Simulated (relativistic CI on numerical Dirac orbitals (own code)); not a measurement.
**Calculated levels, Eu2+**

These numbers are calculated, not measured: Dirac-Coulomb-Breit CI, KLI orbitals optimised for each configuration, model QED, valence Slater integrals scaled by 0.85 (own radial code, finite nucleus).

Configuration list (outside the closed core [Xe]): 4f7.

The lowest level is 4f7 8S°_7/2, with 98 % of that term; Hund's rules for 4f7 give 8S° with J = 7/2, in agreement.

```
No.  Configuration  Term     J  E (cm⁻¹)   %  Next component (%)
  1            4f7   8S°   7/2       0.0  98               2 6P°
  2            4f7   6P°   7/2   28115.0  79              11 6D°
  3            4f7   6P°   5/2   28544.1  86              12 6D°
  4            4f7   6P°   3/2   28964.1  92               6 6D°
  5            4f7   6I°   7/2   30621.4  93               6 4H°
  6            4f7   6I°   9/2   30891.1  95               4 4H°
  7            4f7   6I°  17/2   30968.9  96               4 4K°
  8            4f7   6I°  11/2   31111.2  97               2 4H°
  9            4f7   6I°  15/2   31220.9  98               2 4K°
 10            4f7   6I°  13/2   31238.5  97               1 4H°
 11            4f7   6D°   9/2   34861.7  94               3 4F°
 12            4f7   6D°   1/2   35507.4  99               1 4P°
 13            4f7   6D°   7/2   35620.4  83              11 6P°
 14            4f7   6D°   3/2   35700.0  91               6 6P°
 15            4f7   6D°   5/2   35818.5  84              12 6P°
 16            4f7   4D°   7/2   44031.3  22              18 6G°
 17            4f7   6G°   5/2   44776.7  33              25 4D°
 18            4f7   6G°   9/2   45241.9  54              27 6F°
 19            4f7   6G°  11/2   45347.9  51              36 6F°
 20            4f7   6G°   3/2   45534.8  39              26 4D°
 21            4f7   6G°   7/2   46445.4  43              22 6F°
 22            4f7   4N°  17/2   46728.8  81              10 2M°
 23            4f7   4D°   1/2   46739.2  54              45 6F°
 24            4f7   6G°  13/2   46844.6  82              13 4H°
 25            4f7   4N°  23/2   47444.7  95               4 2O°
 26            4f7   4N°  19/2   47461.0  91               4 2M°
 27            4f7   4N°  21/2   47758.5  97               1 2O°
 28            4f7   4D°   5/2   47764.2  45              38 6G°
 29            4f7   4H°   9/2   47891.8  38              21 4G°
 30            4f7   6G°   3/2   47967.6  50              39 4D°
 31            4f7   4H°   7/2   48286.2  47              29 4D°
 32            4f7   6G°  11/2   48820.3  36              31 6F°
 33            4f7   6F°   5/2   48963.7  67              12 6G°
 34            4f7   6F°   7/2   49261.0  54              19 6G°
 35            4f7   4L°  13/2   49276.7  43              26 4H°
 36            4f7   4L°  17/2   49288.5  51              31 4K°
 37            4f7   6F°   3/2   49292.9  65              24 4D°
 38            4f7   4L°  15/2   49408.1  68              28 4K°
 39            4f7   6F°   9/2   49514.2  45              33 6G°
 40            4f7   4H°  11/2   49558.5  61              20 6F°
 41            4f7   4H°  13/2   49679.0  52              28 4L°
 42            4f7   6F°   1/2   49826.6  54              46 4D°
 43            4f7   4L°  19/2   50530.9  92               5 4N°
 44            4f7   4G°   5/2   50876.9  40              36 6H°
 45            4f7   4K°  11/2   51563.6  87               8 2I°
```

Energies count from the lowest computed level; ° marks odd parity.

The mean weight of the leading LS term, summed over parents, in these 45 levels is 69 %, and that of the leading jj configuration (from the same eigenvectors) 43 %, so LS coupling describes them better.

One configuration and one scale for all Slater integrals: terms of lower spin can come out thousands of cm⁻¹ low, and their order can be wrong. 4 of the 49 excited levels that our extract of the measured tables holds in this range could be paired (the sources list more); they are missed by 836 cm⁻¹ on average and 1104 at most, and levels without a partner can miss by more. Some levels of the ground configuration have no partner and can miss by 10 % or more.

LS names give the leading component of a level, which can be under half, so a name can repeat, a term be missing and a line seem to break the LS rules.
